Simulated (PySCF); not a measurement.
BeH4SeSi, SMILES [SiH3][Be][SeH]. Atoms are numbered in the order given.

```xyz
7

Be    -0.1519    -0.3797     0.4165
Se     0.3047     0.9612    -1.0480
H      1.7394     0.7568    -0.7734
Si    -0.6545    -1.8125     1.9734
H     -1.5493    -2.8914     1.4745
H     -1.3442    -1.1745     3.1267
H      0.5637    -2.4768     2.5121
```

Geometry: B3LYP-D3(BJ)/def2-TZVP. The values are those of a single conformer.

These are HF/pcSseg-2 (PySCF) values and carry that method's errors.

GIAO shieldings, no solvent; atoms alike by connectivity are averaged. δ = σ(ref) − σ: ⁷⁷Se against Me2Se (σ = 1901.4 ppm); ¹H against TMS (σ = 31.98 ppm); ²⁹Si against TMS (σ = 383.2 ppm), references at their B3LYP-D3(BJ)/def2-TZVP geometries, non-relativistic.

```tsv
atoms	nucleus	count	δ (ppm)
Se2	⁷⁷Se	1	-272.0
H5, H6, H7	¹H	3	3.02
H3	¹H	1	___
Si4	²⁹Si	1	___
```

Question: What belongs in the gaps? (An estimate is asked for; the answer gives what the named calculation found.)

Answer: 
- H3, δ (ppm): 0.89
- Si4, δ (ppm): -125.2
